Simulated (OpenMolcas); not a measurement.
A calculation on Co²⁺.

```
Program             : OpenMolcas 26.06
Method              : RASSCF
Basis               : ANO-RCC-VQZP [7s6p4d3f2g1h]
Scalar Hamiltonian  : DKH2, point nucleus
Active space        : 13 electrons in 8 orbitals (RAS1 3p, at most 2 holes; RAS2 3d)
State averaging     : 2S+1 = 4 even, 10 roots; 2S+1 = 2 even, 40 roots
Spin-orbit coupling : RASSI with atomic mean-field integrals over the reference wave functions, term energies averaged over their components
```

**Question.** Which level of the active space comes out lowest?

**Answer.** 3d⁷ ⁴F_9/2, with 100 % of that term; it is also the measured ground level.

**Question.** How high does 3d⁷ ²P_3/2 lie?

**Answer.** 22862 cm⁻¹ above the lowest level; measured 20195 cm⁻¹ above the ground level, so the calculation is off by +13 %.

**Question.** How high does 3d⁷ ⁴F_7/2 lie?

**Answer.** 826 cm⁻¹ above the lowest level; measured 841 cm⁻¹ above the ground level, so the calculation is off by -2 %.

**Question.** How high does 3d⁷ ⁴P_3/2 lie?

**Answer.** 17894 cm⁻¹ above the lowest level; measured 15428 cm⁻¹ above the ground level, so the calculation is off by +16 %.

Measured values: Sugar and Corliss, J. Phys. Chem. Ref. Data 10, 1097 (1981).

Without dynamic correlation excited terms often stand tens of per cent too high (terms of higher spin than the ground term too low), and those without a measured partner can miss by more than the paired ones. Active for correlation alone: 3p; no level in the range computed is led by a configuration that opens it, so any true level of that kind is missing. Computed and measured levels are paired by configuration, term and J; levels that our copy of the source lacks, or whose pairing is in doubt (as where it misses far off the trend of its configuration), stay unpaired and out of the deviations. Only configurations of the active space appear.
